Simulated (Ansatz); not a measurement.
System (SMILES): [BH] (BH) (closed-shell singlet).
Atoms: B1, H2. Bonds: B1-H2.

Basis-set convergence of the highest harmonic wavenumber at MP2 with Ansatz (an electronic-structure program). Each level at its own minimum, finite differences of forces, unscaled; the reference is a large set that could be run, not a limit. Cartesian d functions, on some or all atoms, in 6-31G*, 6-31G**, 6-31+G*; all else is spherical. Cores are frozen. A restricted Hartree-Fock determinant is unstable towards unrestricted orbitals. No added dispersion term, no relativity. Reference: the value in aug-pcseg-3, 2448 cm⁻¹, itself unsure by roughly 7 cm⁻¹ (its mean distance from aug-cc-pVQZ, def2-QZVPPD, pcseg-3). Deviations are taken from unrounded values.

```csv
basis,functions
STO-3G,6
3-21G,11
6-31G,11
pcseg-0,11
6-31G*,17
pcseg-1,19
6-31G**,20
6-31+G*,21
6-311G**,24
6-311+G**,28
"6-311++G(2d,2p)",37
pcseg-2,44
"6-311++G(3df,3pd)",57
pcseg-3,93
```

Task: Which is the smallest set listed that can be trusted to 50 cm⁻¹ here, that is, within that of the reference together with its larger relatives (same family, alike in diffuse functions; a set with none to test it counts only in the reference's own line)?

Result: The smallest set listed that lies within 50 cm⁻¹ of the reference with all its larger relatives (same family, alike in diffuse functions; a set with none counts only in the reference's own line) is 6-31G* (17 functions, 2 cm⁻¹ off). Inside the window by cancellation, since a larger relative falls out: pcseg-0. Value minus reference: STO-3G 325, 3-21G -102, 6-31G -146, pcseg-0 10, 6-31G* 2, pcseg-1 63, 6-31G** 15, 6-31+G* 30, 6-311G** -25, 6-311+G** -15, 6-311++G(2d,2p) -18, pcseg-2 12, 6-311++G(3df,3pd) -7, pcseg-3 1 cm⁻¹.
